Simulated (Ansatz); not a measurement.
Scan of H2B, doublet: symmetric bend, bond length relaxed. Scanned: H-B-H angle. Other coordinates (B-H bond length) were minimised at PBE0/def2-TZVP.

- UKS-PBE/aug-cc-pVDZ = unrestricted PBE/aug-cc-pVDZ run with Ansatz (an electronic-structure program)
- UKS-CAM-B3LYP/aug-cc-pVDZ = Ansatz with unrestricted CAM-B3LYP/aug-cc-pVDZ
- FCI/aug-cc-pVDZ = Ansatz with full CI/aug-cc-pVDZ, frozen core

Energies relative to the lowest point of each profile, in kcal/mol; the last columns give the error against full CI:

```json
[
 {"a / °": "172.18", "UKS-PBE/aug-cc-pVDZ": "5.8", "UKS-CAM-B3LYP/aug-cc-pVDZ": "6.4", "FCI/aug-cc-pVDZ": "8.1", "UKS-PBE/aug-cc-pVDZ − FCI/aug-cc-pVDZ": "-2.3", "UKS-CAM-B3LYP/aug-cc-pVDZ − FCI/aug-cc-pVDZ": "-1.7"},
 {"a / °": "161.67", "UKS-PBE/aug-cc-pVDZ": "4.4", "UKS-CAM-B3LYP/aug-cc-pVDZ": "4.8", "FCI/aug-cc-pVDZ": "6.1", "UKS-PBE/aug-cc-pVDZ − FCI/aug-cc-pVDZ": "-1.7", "UKS-CAM-B3LYP/aug-cc-pVDZ − FCI/aug-cc-pVDZ": "-1.3"},
 {"a / °": "152.03", "UKS-PBE/aug-cc-pVDZ": "2.6", "UKS-CAM-B3LYP/aug-cc-pVDZ": "2.8", "FCI/aug-cc-pVDZ": "3.7", "UKS-PBE/aug-cc-pVDZ − FCI/aug-cc-pVDZ": "-1.0", "UKS-CAM-B3LYP/aug-cc-pVDZ − FCI/aug-cc-pVDZ": "-0.8"},
 {"a / °": "139.80", "UKS-PBE/aug-cc-pVDZ": "0.6", "UKS-CAM-B3LYP/aug-cc-pVDZ": "0.7", "FCI/aug-cc-pVDZ": "1.0", "UKS-PBE/aug-cc-pVDZ − FCI/aug-cc-pVDZ": "-0.3", "UKS-CAM-B3LYP/aug-cc-pVDZ − FCI/aug-cc-pVDZ": "-0.3"},
 {"a / °": "130.66", "UKS-PBE/aug-cc-pVDZ": "0.0", "UKS-CAM-B3LYP/aug-cc-pVDZ": "0.0", "FCI/aug-cc-pVDZ": "0.0", "UKS-PBE/aug-cc-pVDZ − FCI/aug-cc-pVDZ": "0.0", "UKS-CAM-B3LYP/aug-cc-pVDZ − FCI/aug-cc-pVDZ": "0.0"},
 {"a / °": "120.12", "UKS-PBE/aug-cc-pVDZ": "0.7", "UKS-CAM-B3LYP/aug-cc-pVDZ": "0.8", "FCI/aug-cc-pVDZ": "0.5", "UKS-PBE/aug-cc-pVDZ − FCI/aug-cc-pVDZ": "0.1", "UKS-CAM-B3LYP/aug-cc-pVDZ − FCI/aug-cc-pVDZ": "0.2"},
 {"a / °": "108.74", "UKS-PBE/aug-cc-pVDZ": "3.7", "UKS-CAM-B3LYP/aug-cc-pVDZ": "4.0", "FCI/aug-cc-pVDZ": "3.7", "UKS-PBE/aug-cc-pVDZ − FCI/aug-cc-pVDZ": "0.0", "UKS-CAM-B3LYP/aug-cc-pVDZ − FCI/aug-cc-pVDZ": "0.4"},
 {"a / °": "102.05", "UKS-PBE/aug-cc-pVDZ": "6.8", "UKS-CAM-B3LYP/aug-cc-pVDZ": "7.3", "FCI/aug-cc-pVDZ": "7.0", "UKS-PBE/aug-cc-pVDZ − FCI/aug-cc-pVDZ": "-0.2", "UKS-CAM-B3LYP/aug-cc-pVDZ − FCI/aug-cc-pVDZ": "0.4"},
 {"a / °": "89.53", "UKS-PBE/aug-cc-pVDZ": "15.4", "UKS-CAM-B3LYP/aug-cc-pVDZ": "16.6", "FCI/aug-cc-pVDZ": "16.3", "UKS-PBE/aug-cc-pVDZ − FCI/aug-cc-pVDZ": "-0.9", "UKS-CAM-B3LYP/aug-cc-pVDZ − FCI/aug-cc-pVDZ": "0.3"},
 {"a / °": "82.48", "UKS-PBE/aug-cc-pVDZ": "22.2", "UKS-CAM-B3LYP/aug-cc-pVDZ": "23.8", "FCI/aug-cc-pVDZ": "23.5", "UKS-PBE/aug-cc-pVDZ − FCI/aug-cc-pVDZ": "-1.4", "UKS-CAM-B3LYP/aug-cc-pVDZ − FCI/aug-cc-pVDZ": "0.3"},
 {"a / °": "71.76", "UKS-PBE/aug-cc-pVDZ": "35.3", "UKS-CAM-B3LYP/aug-cc-pVDZ": "37.8", "FCI/aug-cc-pVDZ": "37.5", "UKS-PBE/aug-cc-pVDZ − FCI/aug-cc-pVDZ": "-2.2", "UKS-CAM-B3LYP/aug-cc-pVDZ − FCI/aug-cc-pVDZ": "0.3"},
 {"a / °": "60", "UKS-PBE/aug-cc-pVDZ": "54.0", "UKS-CAM-B3LYP/aug-cc-pVDZ": "57.6", "FCI/aug-cc-pVDZ": "57.4", "UKS-PBE/aug-cc-pVDZ − FCI/aug-cc-pVDZ": "-3.4", "UKS-CAM-B3LYP/aug-cc-pVDZ − FCI/aug-cc-pVDZ": "0.2"}
]
```

UKS-PBE/aug-cc-pVDZ is furthest from FCI/aug-cc-pVDZ at 60 (-3.4 kcal/mol, below); its mean absolute error over the points is 1.1 kcal/mol.

UKS-CAM-B3LYP/aug-cc-pVDZ is furthest from FCI/aug-cc-pVDZ at 172.18 (-1.7 kcal/mol, below); its mean absolute error over the points is 0.5 kcal/mol.

The scan ran from 180.0 to 60.0; beyond the range shown the relaxed coordinates jump or full CI changes its symmetry label.
